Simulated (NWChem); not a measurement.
System: BH₂O₂I; SMILES OB(O)I

```xyz
6

B     -0.0084     1.3475     0.0000
I     -0.0074    -0.8151     0.0000
O     -1.2010     1.9653     0.0000
H     -1.1055     2.9263     0.0000
O      1.1512     2.0408     0.0000
H      1.9387     1.4880     0.0000
```
Atoms are numbered in this order, from 1.

Results from NWChem. Pople sets run with spherical d functions. All runs use the structure optimised with PBE0/def2-SVP (def2 core potentials past Kr).

Order these by “orbital gap (eV)”, lowest first: PBE0/6-311G**, non-relativistic; PBE0/3-21G, non-relativistic; PBE0/STO-3G, non-relativistic.

PBE0/6-311G**, non-relativistic (8.11), PBE0/3-21G, non-relativistic (8.52), PBE0/STO-3G, non-relativistic (9.07)
